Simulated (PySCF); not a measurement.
# SbH: from constants to spectrum

UHF-CCSD(T) constants of SbH, ³Σ⁻ (triplet), unpaired electrons π ↑↑ (Sb def2-SVP with ECP28, H def2-SVP; scalar-relativistic core potentials (PySCF 2.14); masses 120.9038 and 1.0078 u):

* ωe: 1898.3 cm⁻¹
* ωexe: 34.5 cm⁻¹
* Be: 5.676 cm⁻¹
* αe: 0.153 cm⁻¹
* D (centrifugal): 0.000203 cm⁻¹
* De to Sb + H: 2.28 eV

Question: Give the vibrational terms G(v) and spacings up to v = 6.

Answer: G(v) = ωe(v+½) − ωexe(v+½)².

```json
{"v": "0", "G(v) (cm⁻¹)": "941", "G(v) − G(v−1)": "", "Bv (cm⁻¹)": "5.599"}
{"v": "1", "G(v) (cm⁻¹)": "2770", "G(v) − G(v−1)": "1829", "Bv (cm⁻¹)": "5.447"}
{"v": "2", "G(v) (cm⁻¹)": "4530", "G(v) − G(v−1)": "1760", "Bv (cm⁻¹)": "5.293"}
{"v": "3", "G(v) (cm⁻¹)": "6221", "G(v) − G(v−1)": "1691", "Bv (cm⁻¹)": "5.141"}
{"v": "4", "G(v) (cm⁻¹)": "7844", "G(v) − G(v−1)": "1622", "Bv (cm⁻¹)": "4.987"}
{"v": "5", "G(v) (cm⁻¹)": "9397", "G(v) − G(v−1)": "1553", "Bv (cm⁻¹)": "4.835"}
{"v": "6", "G(v) (cm⁻¹)": "10881", "G(v) − G(v−1)": "1484", "Bv (cm⁻¹)": "4.681"}
```

Question: How well does the Morse estimate ωe²/(4ωexe) reproduce De, and what is D0?

Answer: It gives 3.24 eV, 142 % of the computed De. D0 = De − G(0) = 2.28 − 0.12 = 2.16 eV.

Correlated steps freeze 4 core orbitals. Correlated levels converge slowly with the basis: in double zeta they bind strong bonds too weakly, by up to about 1 eV, and carry superposition errors of some tenths. These are scalar-relativistic numbers at best; spin–orbit coupling would shift them, the dissociation energy most. The state is the lowest determinant that a PBE0 search found; another state may lie lower at other levels.
